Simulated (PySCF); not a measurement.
Electron correlation in O (oxygen, neutral)

[He] 2s2 2p4, high-spin 3P determinant. Computed with PySCF 2.14 in aug-cc-pVDZ-DK, with the spin-free X2C one-electron Hamiltonian (Gaussian nucleus). Frozen: 1s2; 6 electrons correlated.

MP2 pair energies summed by pair of shells (mhartree):

```tsv
pair	energy	share (%)
2p-2p	-53.98	48.9
2s-2p	-48.33	43.8
2s-2s	-8.12	7.3
```

Total MP2 correlation energy: -110.43 mhartree.

Same-spin part -28.03 and opposite-spin part -82.40 mhartree; SCS-MP2 scales them by 1/3 and 6/5 to -108.22 mhartree.

```tsv
level	correlation energy (mhartree)
CCSD	-127.30
(T)	-1.81
CCSD(T)	-129.11
```

Diagnostics: T1 = 0.0097, D1 = 0.0175, largest double amplitude 0.043.

Cost of the coupled-cluster step: 0.5 s of wall time on 1 thread of Intel(R) Xeon(R) Platinum 8259CL CPU @ 2.50GHz (shared host), for 6 correlated electrons.
